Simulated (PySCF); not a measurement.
**O⁺ (oxygen, charge +1) across methods**

[He] 2s2 2p3, high-spin 4S determinant. Calculation: PySCF 2.14, in ANO-RCC-VTZP; the spin-free X2C one-electron Hamiltonian (Gaussian nucleus).

```json
{"method": "LDA", "E (hartree)": "-74.0661", "mean ε 2s α (eV)": "-41.208", "mean ε 2s β (eV)": "-35.609", "mean ε 2p α (eV)": "-26.433", "Σ⟨r²⟩ (bohr²)": "7.516", "⟨S²⟩": "3.752"}
{"method": "M06-2X", "E (hartree)": "-74.6219", "mean ε 2s α (eV)": "-48.082", "mean ε 2s β (eV)": "-40.086", "mean ε 2p α (eV)": "-31.112", "Σ⟨r²⟩ (bohr²)": "7.429", "⟨S²⟩": "3.753"}
{"method": "PBEsol", "E (hartree)": "-74.3028", "mean ε 2s α (eV)": "-41.379", "mean ε 2s β (eV)": "-35.485", "mean ε 2p α (eV)": "-26.296", "Σ⟨r²⟩ (bohr²)": "7.495", "⟨S²⟩": "3.752"}
{"method": "revPBE", "E (hartree)": "-74.6145", "mean ε 2s α (eV)": "-41.637", "mean ε 2s β (eV)": "-35.694", "mean ε 2p α (eV)": "-26.339", "Σ⟨r²⟩ (bohr²)": "7.476", "⟨S²⟩": "3.752"}
{"method": "UHF", "E (hartree)": "-74.42843", "mean ε 2s α (eV)": "-56.443", "mean ε 2s β (eV)": "-41.777", "mean ε 2p α (eV)": "-36.225", "Σ⟨r²⟩ (bohr²)": "7.378", "⟨S²⟩": "3.755"}
{"method": "LC-wPBE", "E (hartree)": "-74.5874", "mean ε 2s α (eV)": "-47.732", "mean ε 2s β (eV)": "-40.943", "mean ε 2p α (eV)": "-31.829", "Σ⟨r²⟩ (bohr²)": "7.472", "⟨S²⟩": "3.751"}
{"method": "r2SCAN", "E (hartree)": "-74.6111", "mean ε 2s α (eV)": "-43.596", "mean ε 2s β (eV)": "-35.759", "mean ε 2p α (eV)": "-27.318", "Σ⟨r²⟩ (bohr²)": "7.409", "⟨S²⟩": "3.753"}
{"method": "PBE0", "E (hartree)": "-74.5663", "mean ε 2s α (eV)": "-45.464", "mean ε 2s β (eV)": "-37.669", "mean ε 2p α (eV)": "-28.990", "Σ⟨r²⟩ (bohr²)": "7.434", "⟨S²⟩": "3.752"}
```

Task: Estimate the same row for PBE.

Result: E (hartree) = -74.5503; mean ε 2s α (eV) = -41.584; mean ε 2s β (eV) = -35.692; mean ε 2p α (eV) = -26.371; Σ⟨r²⟩ (bohr²) = 7.485; ⟨S²⟩ = 3.752.
